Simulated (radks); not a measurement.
Question: These are the eigenvalues of the occupied orbitals of an atom or ion with whole-number occupations (hartree). Method: non-relativistic Kohn-Sham, LDA (Slater exchange, Perdew-Wang correlation), spin-polarised, spherical densities, point nucleus; computed with a radial shooting solver on a logarithmic mesh with Libxc functionals.

orbital  eigenvalue
1s up     -47.39202

Which element is it, and in what charge state? The configuration may be excited. Open shells, if any, are filled with parallel spins first.

Answer: Z = 10, neon, charge +9: Ne9+ in 1s1. The 1s level, -47.392 hartree, gives Z - s = 9.7 by -(Z - s)^2/2, which with screening narrows Z to a few neighbours, and with so few levels the electron count can be read from the list.
